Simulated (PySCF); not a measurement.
This script is equivalent to a calculation on Mg+ (magnesium, charge +1).

```python
from pyscf import gto, scf, dft, mp, cc
import basis_set_exchange as bse
mol = gto.M(atom="Mg 0 0 0", charge=1, spin=1, symmetry="D2h",
            basis=gto.basis.parse(bse.get_basis("x2c-QZVPPall", elements=["Mg"], fmt="nwchem", augment_diffuse=1)),
            nucmod="G")
mf = scf.UHF(mol).sfx2c1e()
mf.irrep_nelec = {'Ag': (3, 2), 'B1u': (1, 1), 'B2u': (1, 1), 'B3u': (1, 1)}
mf.kernel()
```

Problem. What total energy does it give?

Solution. -199.67863 hartree (calculated).

Problem. Which occupied shell lies highest, and where?

Solution. 3s α, at -14.760 eV.

Problem. What is ⟨S²⟩, and what would a pure spin state give?

Solution. 0.750, against 0.75.
